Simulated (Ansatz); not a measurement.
`CBBN` + `C=N` → `C=NBC` + `BN`  (cleavage of the B–B bond)

Program: Ansatz. Geometries: PBE0-D4/def2-TZVP. ΔE: electronic, gas phase. CBS: MP2 limit from def2 TZ/QZ plus the TZ coupled-cluster correction, frozen cores. This one scheme is used for every species. DFT in def2-TZVPP. B3LYP here is the variant with VWN-RPA as its local correlation; programs differ in this. Each species was taken in one conformer, which may not be the lowest.

Question: Is it downhill or uphill in electronic energy at CCSD(T)/CBS, and by how much? (Best estimate.)

Answer: Computed: Downhill: ΔE = -137.6 kJ/mol.

Question: What do these levels give: PBE-D4, PBE0-D4, BHLYP-D4, ωB97M-V, PBE-QIDH, BLYP, B3LYP, BHLYP, LC-ωPBE, RPA@PBE/def2-TZVPP, HF/def2-SVP, CCSD/def2-TZVPP? (An estimate is asked.)

Answer: The calculation gave: PBE-D4 -148.8, PBE0-D4 -143.0, BHLYP-D4 -144.2, ωB97M-V -142.5, PBE-QIDH -141.4, BLYP -153.5, B3LYP -149.8, BHLYP -144.7, LC-ωPBE -138.4, RPA@PBE/def2-TZVPP -131.2, HF/def2-SVP -143.4, CCSD/def2-TZVPP -135.2 kJ/mol.

Largest T1 diagnostic among the species: 0.014.

Leaving LDA and LC-ωPBE aside and taking each functional with its dispersion term where it has one, the values, not all of them listed here, spread over 17.7 kJ/mol, from BLYP-D4 to ωB97X-V. LDA lies −16.4 kJ/mol from PBE without D4. From r2SCAN to r2SCAN0 (25 % exact exchange), in def2-TZVPP and without D4, ΔE moves by +3.9 kJ/mol.
